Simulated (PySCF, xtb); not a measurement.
CHO, SMILES [C][OH+] (connectivity only; charge and spin as stated), charge +1, multiplicity 1.

GFN2-xTB in xtb at its own geometry gives an orbital gap of 5.46 eV.

The structure is a stationary point at PBE0-D3(BJ)/def2-TZVPD.

Problem. What does PBE/def2-TZVPD (PySCF) give? (An estimate is asked for; the answer gives what the named calculation found.)

Solution. gap 6.40 eV (levels -17.54 and -11.15 eV).
